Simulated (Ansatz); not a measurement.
Start from `CN[Si](F)(F)Cl` and change one atom or group to get `F[Si](F)(Cl)N[SiH2]Cl`.

Ansatz, PBE0-D4/def2-TZVP geometries, multiplicity 1. Each molecule was computed in one conformer, which needn't be the lowest.

| property | `CN[Si](F)(F)Cl` |
| --- | --- |
| LUMO energy (B3LYP/def2-TZVPP) / eV | 0.27 |
| HOMO energy (PBE/def2-TZVPP) / eV | -6.27 |
| HOMO–LUMO gap (B3LYP/def2-TZVPP) / eV | 7.76 |
| LUMO energy (ωB97M-V/def2-TZVPP) / eV | 2.13 |
| size of the dipole moment (B3LYP/def2-TZVPP) / D | 2.85 |
| LUMO energy (PBE0/def2-TZVPP) / eV | 0.59 |

Q: Give the same properties after the change, and the shifts. (Estimate.)

A: Ansatz gave: 
| property | `F[Si](F)(Cl)N[SiH2]Cl` | shift |
| --- | --- | --- |
| LUMO energy (B3LYP/def2-TZVPP) / eV | -0.28 | -0.55 |
| HOMO energy (PBE/def2-TZVPP) / eV | -7.44 | -1.17 |
| HOMO–LUMO gap (B3LYP/def2-TZVPP) / eV | 8.33 | 0.57 |
| LUMO energy (ωB97M-V/def2-TZVPP) / eV | 1.60 | -0.53 |
| size of the dipole moment (B3LYP/def2-TZVPP) / D | 2.04 | -0.81 |
| LUMO energy (PBE0/def2-TZVPP) / eV | -0.03 | -0.62 |

With PBE0 the HOMO falls by 1.15 eV and the LUMO falls by 0.62 eV, so the gap widens by about 0.53 eV. PBE moves the HOMO by -1.17 eV and ωB97M-V by -1.10 eV. Dipoles are sizes alone; their direction can turn.

Positive LUMOs are unbound, so they and the gaps depend on the basis.

B3LYP here is the variant with VWN-RPA as its local correlation; programs differ in this.
